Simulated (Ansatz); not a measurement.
Relaxation of C2H9BO2Si (15 atoms, charge 0, multiplicity 1), to a largest force component of 0.02 eV/Å in at most 40 steps.

Method: RKS PBE0-D4/STO-3G in Ansatz.

```xyz
15
Properties=species:S:1:pos:R:3
B -1.472 -0.286 -0.678
C 0.018 -0.371 -0.299
C 0.178 -1.533 0.669
O 0.834 -0.582 -1.476
Si 0.559 1.246 0.485
O 0.420 2.554 -0.629
H -1.835 -0.338 -1.813
H -2.295 -0.034 0.140
H 1.282 -1.605 1.023
H -0.090 -2.492 0.232
H -0.406 -1.385 1.625
H 1.738 -0.656 -1.202
H -0.336 1.558 1.660
H 1.931 1.150 0.953
H -0.550 2.723 -0.662
```

Task: Where does it end, and by what steps?

Result: It converged. The force dipped under the threshold on the way, but the program's further checks kept it going. Limits of this set-up: minimal basis. After 33 steps the energy has fallen by 1.032 eV; H14 moved furthest, 1.58 Å. Parted: C2–Si5 (1.88 → 2.64 Å). Joined: B1–Si5 (2.80 → 2.03 Å).

```
step  energy less start (eV)  largest force component (eV/Å)  accepted
   0                  0.0000                           4.286       yes
   2                 -0.5605                           0.758       yes
   4                 -0.5970                           1.017       yes
   6                 -0.6560                           0.509       yes
   8                 -0.6798                           0.152       yes
  10                 -0.6857                           0.421        no
  12                 -0.7029                           0.253       yes
  14                 -0.7517                           1.500       yes
  16                 -0.9317                           0.925       yes
  18                 -0.9434                           0.384       yes
  20                 -0.9760                           0.121       yes
  22                 -0.9852                           0.186       yes
  24                 -1.0003                           0.341       yes
  26                 -1.0157                           0.269       yes
  28                 -1.0274                           0.251       yes
  30                 -1.0309                           0.041       yes
  32                 -1.0318                           0.026       yes
  33                 -1.0318                           0.008       yes
```

```xyz
15
Properties=species:S:1:pos:R:3
B -1.271 0.031 -0.256
C -0.056 -0.821 -0.499
C 0.593 -1.744 0.543
O 0.607 -0.755 -1.695
Si -0.258 1.572 0.589
O 0.845 2.364 -0.458
H -1.786 0.471 -1.206
H -1.938 -0.338 0.629
H 1.686 -1.613 0.582
H 0.379 -2.792 0.280
H 0.171 -1.546 1.535
H 1.471 -1.292 -1.582
H -1.276 2.501 1.048
H 0.552 1.200 1.728
H 0.257 2.710 -1.211
```

Whether the end is a true minimum wasn't checked by a vibrational analysis.

Run time: 110 s on 1 thread of Arm Neoverse V1, on a shared host, peak memory 0.14 GiB.
